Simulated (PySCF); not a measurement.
**Computed properties of Te(Br)(OH) (BrHOTe), SMILES O[Te]Br**

Te(Br)(OH) (BrHOTe), SMILES O[Te]Br. Geometry optimised at PBE0-D3(BJ)/def2-TZVP. The def2 effective core potentials stand for the cores of Te; spin–orbit coupling is left out. One conformer was computed; it need not be the lowest. All values are computed for the isolated molecule unless a solvent is named; none is compared with measurement here.

**Structure.** All 6 harmonic modes at PBE0-D3(BJ)/def2-TZVP (PySCF) are real, so it is a minimum. With heavy atoms numbered as in [Te:1]([Br:2])[OH:3], the shortest bond between them is Te1–O3 at 1.944 Å and the longest Te1–Br2 at 2.488 Å.

**Vibrations.** The strongest infrared lines (harmonic, unscaled, degenerate partners summed) lie at 3848 cm⁻¹ (115 km/mol, H 94 %), 430 cm⁻¹ (106 km/mol, H 90 %, O 9 %), 638 cm⁻¹ (74 km/mol, O 87 %, Te 12 %). The softest mode is at 155 cm⁻¹ and the zero-point energy is 9.1 kcal/mol.

**Electronic structure.** PBE0/def2-TZVPD (PySCF) places the frontier levels at -6.43 and -2.46 eV, a gap of 3.97 eV, and gives a dipole moment of 1.88 D and a mean polarisability of 68.1 bohr³.

**Excitations.** TDDFT-M06-2X/def2-SVPD (PySCF) has S1 at 2.48 eV (501 nm, f = 0.001, dark); the most intense of the 10 singlets computed lies at 5.63 eV (f = 0.05). T1 (TDA) is at 1.88 eV.
